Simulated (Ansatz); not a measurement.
Consider the formal hydrolysis of a Mo–F bond: `[NH]=[Mo](=[NH])([F])[Cl]` + H₂O → `[NH]=[Mo](=[NH])([OH])[Cl]` + H–F.

Gas-phase electronic energies from Ansatz, PBE0-D4/def2-TZVP geometries. CCSD(T)/CBS adds triple-zeta CCSD(T) − MP2 to the extrapolated MP2 energy (def2 sets, frozen cores). This one scheme is used for every species. DFT in def2-TZVPP. B3LYP here is the variant with VWN-RPA as its local correlation; programs differ in this. HSE06 is defined as in plane-wave codes. Elements past krypton have def2 core potentials. For Mo outer-core shells are correlated without core-valence functions, which leaves a few kJ/mol of doubt a bond. Each species was taken in one conformer, which may not be the lowest.

```csv
level,ΔE (kJ/mol),difference from CCSD(T)/CBS
LDA (SPW92),25.2,0.6
PBE-D4,29.6,5.0
revPBE-D4,28.3,3.7
BLYP-D4,30.5,5.9
r2SCAN-D4,31.9,7.3
PBE0-D4,27.5,2.9
B3LYP-D4,29.3,4.7
r2SCANh-D4,30.6,6.0
r2SCAN0-D4,29.0,4.4
HSE06-D4,27.4,2.8
BHLYP-D4,29.0,4.4
CAM-B3LYP-D4,31.2,6.6
ωB97X-V,31.9,7.3
ωB97M-V,30.4,5.8
B2PLYP,29.1,4.5
PBE-QIDH,25.3,0.7
revPBE,34.2,9.6
BLYP,35.6,11.0
r2SCAN,32.5,7.9
PBE0,29.7,5.1
B3LYP,33.2,8.6
r2SCANh,31.3,6.7
r2SCAN0,29.8,5.2
HSE06,29.4,4.8
BHLYP,32.3,7.7
LC-ωPBE,34.5,9.9
RPA@PBE/def2-TZVPP,24.9,0.3
HF/def2-SVP,35.4,10.8
CCSD/def2-SVP,28.1,3.5
CCSD(T)/def2-SVP,26.2,1.6
HF/def2-TZVPP,34.0,9.4
MP2/def2-TZVPP,20.0,-4.6
SCS-MP2/def2-TZVPP,24.5,-0.1
CCSD(T)/def2-TZVPP,23.3,-1.3
HF/def2-QZVPP,35.1,10.5
MP2/def2-QZVPP,21.2,-3.4
SCS-MP2/def2-QZVPP,25.4,0.8
HF/CBS(def2),35.2,10.6
MP2/CBS(def2),21.4,-3.2
CCSD/CBS(def2),26.6,2.0
CCSD(T)/CBS,24.6,0
```

Q: What do rigid-rotor, harmonic-oscillator terms from PBE0-D4/def2-TZVP frequencies (298.15 K, 1 bar) make of the CCSD(T)/CBS value? (Best estimate.)

A: Ansatz gave: ΔZPE = -2.3 kJ/mol, ΔH = +22.5 kJ/mol, ΔS = -8 J/(mol·K), ΔG = +24.9 kJ/mol.

Largest T1 diagnostic among the species: 0.021, so the coupled-cluster value is less sure than usual.

In def2-TZVPP, CCSD(T) changes the Hartree–Fock value by −10.8 kJ/mol (the triples alone add −2.0 kJ/mol) and MP2 by −14.0 kJ/mol. From BLYP to BHLYP (50 % exact exchange), in def2-TZVPP and without D4, ΔE moves by −3.4 kJ/mol. Leaving LDA and LC-ωPBE aside and taking each functional with its dispersion term where it has one, the values, not all of them listed here, spread over 9.8 kJ/mol, from PBE-QIDH to B97M-V. LDA lies −6.9 kJ/mol from PBE without D4.
